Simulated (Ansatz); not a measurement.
```xyz
3

B     0.0000    0.0000    0.0000
Cl    0.0000    2.1382    1.6407
Cl    0.0000   -2.1382    1.6407
```

Basis set: pcseg-2 (spherical functions). Charge 0, multiplicity 2.

Computed with Ansatz (development build ahead of 0.2.0); each method stands on the lowest determinant of its kind that the runs found. Restricted functionals stand beside restricted open-shell atoms, which can lie above the unrestricted atoms usual in DFT and then raise those values.

Problem. Give the atomization energy at this shape (free ground-state atoms in the same class of orbitals less the molecule, no zero-point energy) of doublet BCl2 by PBE (unrestricted), PBE (restricted open-shell).

Solution.

| method | atomization energy |
| --- | --- |
| PBE (unrestricted) | 3.88 eV |
| PBE (restricted open-shell) | 3.97 eV |

Caution: the shape is not the minimum.
